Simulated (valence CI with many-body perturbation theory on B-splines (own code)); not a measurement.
## Forbidden lines of Os27+

Method: valence CI with perturbative core correlation (CI+MBPT): three valence electrons over a frozen Dirac-Fock core [Kr] 4d10, a basis of 7 s, 7 p, 7 d, 7 f, 4 g, 2 h functions for each j, with the one-electron correlation potential Σ1, the two-electron term Σ2, the three-electron term Σ3, Breit, model QED; selected CI, second order for the rest, scaled by the run's own slope (own B-spline code, finite nucleus).

The last digits are not significant, and no measured levels were compared; by estimate large intervals hold to a few tenths of a per cent, small ones and those within an open d or f shell to about a per cent. Excitations out of the core, of the other parity, are not computed and may begin above about 171 eV (a cautious bound); beyond it only levels of the ground parity were kept, without lifetimes.

Lines 51 to 100 of 120 in falling wavelength, among levels below 1377300 cm⁻¹, chosen from the decays that carry over 1 % of a level's rate. Wavelengths and rates use the calculated energies. Weak lines are less certain than strong ones. Lines between different terms over intervals too small for the method are left out, as are lines whose strength nearly cancels. Where a level lies close to another of its J and parity, the split of strength between their lines is uncertain.

Levels are named by their leading jj configuration (3d3/2^4 stands for four electrons in 3d with j = 3/2), which in mixed levels can hold well under half, so a name can repeat and another be missing. Letters in brackets count levels of one name in rising energy.

```tsv
λ vac (Å)	Upper	Lower	Type	A (s⁻¹)	Branch %
2917	(4f7/2^3) J=15/2	(4f5/2^2 4f7/2) J=15/2	M1	3.87e+02	28.5
2887	(4f5/2 4f7/2^2) J=11/2 [b]	(4f5/2^2 4f7/2) J=13/2	M1	1.28e+01	1.9
2872	(4f5/2^2 4f7/2) J=5/2 [b]	(4f5/2^2 4f7/2) J=5/2 [a]	M1	1.04e+02	20.0
2869	(4f7/2^3) J=9/2 [a]	(4f5/2 4f7/2^2) J=11/2 [a]	M1	5.67e+01	5.2
2821	(4f5/2 4f7/2^2) J=3/2 [a]	(4f5/2^3) J=5/2	M1	2.43e+02	31.8
2820	(4f5/2 4f7/2^2) J=7/2 [b]	(4f5/2 4f7/2^2) J=7/2 [a]	M1	1.73e+01	3.7
2800	(4f5/2 4f7/2^2) J=17/2	(4f5/2^2 4f7/2) J=15/2	M1	2.72e+02	64.4
2747	(4f7/2^3) J=9/2 [a]	(4f5/2 4f7/2^2) J=9/2 [a]	M1	5.65e+02	51.5
2737	(4f5/2^2 4f7/2) J=13/2	(4f5/2 4f7/2^2) J=13/2 [a]	M1	1.68e+02	15.5
2729	(4f5/2 4f7/2^2) J=5/2 [a]	(4f5/2^2 4f7/2) J=7/2 [b]	M1	4.88e+01	5.6
2667	(4f5/2 4f7/2^2) J=3/2 [b]	(4f5/2^2 4f7/2) J=1/2	M1	4.74e+02	28.5
2653	(4f5/2 4f7/2^2) J=11/2 [a]	(4f5/2 4f7/2^2) J=13/2 [a]	M1	1.32e+02	22.4
2561	(4f7/2^3) J=9/2 [b]	(4f5/2 4f7/2^2) J=9/2 [b]	M1	1.68e+02	13.8
2551	(4f5/2 4f7/2^2) J=7/2 [a]	(4f5/2^3) J=5/2	M1	9.11e+01	10.5
2531	(4f5/2 4f7/2^2) J=3/2 [b]	(4f5/2 4f7/2^2) J=3/2 [a]	M1	6.33e+02	38.0
2469	(4f7/2^3) J=9/2 [b]	(4f5/2 4f7/2^2) J=7/2 [a]	M1	4.84e+02	39.7
2314	(4f5/2^2 4f7/2) J=5/2 [b]	(4f5/2^3) J=5/2	M1	1.07e+02	20.6
2301	(4f7/2^3) J=9/2 [a]	(4f5/2^2 4f7/2) J=7/2 [b]	M1	2.66e+02	24.2
2247	(4f5/2^2 4f7/2) J=3/2 [b]	(4f5/2^2 4f7/2) J=5/2 [a]	M1	7.01e+01	12.2
2240	(4f5/2 4f7/2^2) J=9/2 [b]	(4f5/2^2 4f7/2) J=9/2	M1	3.00e+02	39.4
2225	(4f5/2 4f7/2^2) J=13/2 [b]	(4f5/2 4f7/2^2) J=11/2 [a]	M1	7.84e+01	16.0
2195	(4f5/2^2 4f7/2) J=3/2 [b]	(4f5/2^2 4f7/2) J=3/2 [a]	M1	4.58e+02	79.9
2169	(4f5/2 4f7/2^2) J=13/2 [b]	(4f5/2^2 4f7/2) J=13/2	M1	1.38e+02	28.1
2119	(4f5/2 4f7/2^2) J=7/2 [b]	(4f5/2 4f7/2^2) J=9/2 [a]	M1	1.76e+01	3.7
2054	(4f5/2 4f7/2^2) J=5/2 [a]	(4f5/2^2 4f7/2) J=5/2 [a]	M1	7.88e+01	9.1
2053	(4f7/2^3) J=15/2	(4f5/2^2 4f7/2) J=13/2	M1	7.93e+02	58.4
2047	(4f5/2 4f7/2^2) J=5/2 [a]	(4f5/2^2 4f7/2) J=7/2 [a]	M1	3.85e+02	44.3
2011	(4f5/2 4f7/2^2) J=5/2 [a]	(4f5/2^2 4f7/2) J=3/2 [a]	M1	2.00e+02	23.0
1989	(4f5/2^2 4f7/2) J=9/2	(4f5/2^3) J=9/2	M1	6.29e+02	90.1
1973	(4f7/2^3) J=9/2 [b]	(4f5/2 4f7/2^2) J=11/2 [a]	M1	1.58e+02	13.0
1962	(4f5/2^2 4f7/2) J=15/2	(4f5/2 4f7/2^2) J=13/2 [a]	M1	4.63e+02	56.8
1920	(4f5/2 4f7/2^2) J=3/2 [a]	(4f5/2^3) J=3/2	M1	1.03e+02	13.4
1915	(4f7/2^3) J=9/2 [b]	(4f5/2 4f7/2^2) J=9/2 [a]	M1	1.31e+02	10.7
1849	(4f5/2^2 4f7/2) J=1/2	(4f5/2^3) J=3/2	M1	3.87e+02	75.4
1845	(4f5/2^2 4f7/2) J=11/2 [b]	(4f5/2^2 4f7/2) J=9/2	M1	1.22e+02	38.0
1843	(4f5/2 4f7/2^2) J=7/2 [b]	(4f5/2^2 4f7/2) J=7/2 [b]	M1	2.92e+01	6.2
1796	(4f7/2^3) J=9/2 [a]	(4f5/2^2 4f7/2) J=7/2 [a]	M1	1.49e+01	1.4
1771	(4f5/2 4f7/2^2) J=9/2 [a]	(4f5/2^2 4f7/2) J=11/2 [a]	M1	1.08e+02	16.4
1759	(4f5/2^2 4f7/2) J=13/2	(4f5/2^2 4f7/2) J=11/2 [a]	M1	9.18e+02	84.5
1753	(4f5/2 4f7/2^2) J=5/2 [a]	(4f5/2^3) J=5/2	M1	4.36e+01	5.0
1724	(4f5/2 4f7/2^2) J=11/2 [a]	(4f5/2^2 4f7/2) J=11/2 [a]	M1	1.70e+02	28.8
1698	(4f5/2^2 4f7/2) J=11/2 [b]	(4f5/2 4f7/2^2) J=13/2 [a]	M1	9.73e+01	30.2
1687	(4f7/2^3) J=9/2 [b]	(4f5/2^2 4f7/2) J=7/2 [b]	M1	1.30e+02	10.7
1671	(4f5/2^2 4f7/2) J=5/2 [b]	(4f5/2^3) J=3/2	M1	2.64e+02	50.9
1643	(4f5/2 4f7/2^2) J=1/2	(4f5/2^2 4f7/2) J=3/2 [a]	M1	9.70e+01	19.8
1601	(4f5/2^2 4f7/2) J=7/2 [a]	(4f5/2^3) J=9/2	M1	8.11e+01	76.9
1518	(4f5/2 4f7/2^2) J=13/2 [b]	(4f5/2 4f7/2^2) J=15/2	M1	1.24e+02	25.3
1509	(4f5/2 4f7/2^2) J=7/2 [b]	(4f5/2^2 4f7/2) J=5/2 [a]	M1	1.40e+01	3.0
1505	(4f5/2 4f7/2^2) J=7/2 [b]	(4f5/2^2 4f7/2) J=7/2 [a]	M1	7.23e+00	1.5
1504	(4f5/2 4f7/2^2) J=11/2 [b]	(4f5/2^2 4f7/2) J=9/2	M1	9.48e+01	14.2
```
